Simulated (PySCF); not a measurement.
H6BCl3O2Si3, SMILES OB(O)[SiH2][SiH2][Si](Cl)(Cl)Cl, singlet (GFN2-xTB optimised geometry):

```
15

O      1.806    -2.698    -1.161
B      1.144    -2.510     0.000
O      1.748    -2.224     1.175
Si    -0.822    -2.510     0.000
Si    -1.596    -0.295     0.000
Si     0.050     1.202     0.707
Cl     1.806     0.828    -0.293
Cl    -0.268     3.192     0.433
Cl     0.513     0.981     2.679
H      2.762    -2.604    -1.168
H      2.702    -2.125     1.197
H     -1.434    -3.159     1.175
H     -1.464    -3.192    -1.137
H     -2.031     0.212    -1.313
H     -2.762    -0.021     0.856
```

Calculation: PySCF with CAM-B3LYP/def2-TZVP.

Problem. What are the frontier orbital energies and the dipole moment?

Solution. HOMO-2 -10.32 eV, HOMO-1 -9.91 eV, HOMO -9.43 eV, LUMO 0.26 eV, LUMO+1 0.34 eV; dipole moment 2.81 D.

Meta-Löwdin charges at CAM-B3LYP/def2-TZVP: O1 -0.51, B2 0.28, O3 -0.51, Si4 0.27, Si5 0.14, Si6 0.79, Cl7 -0.31, Cl8 -0.27, Cl9 -0.28, H10 0.35, H11 0.35, H12 -0.07, H13 -0.08, H14 -0.07, H15 -0.07.
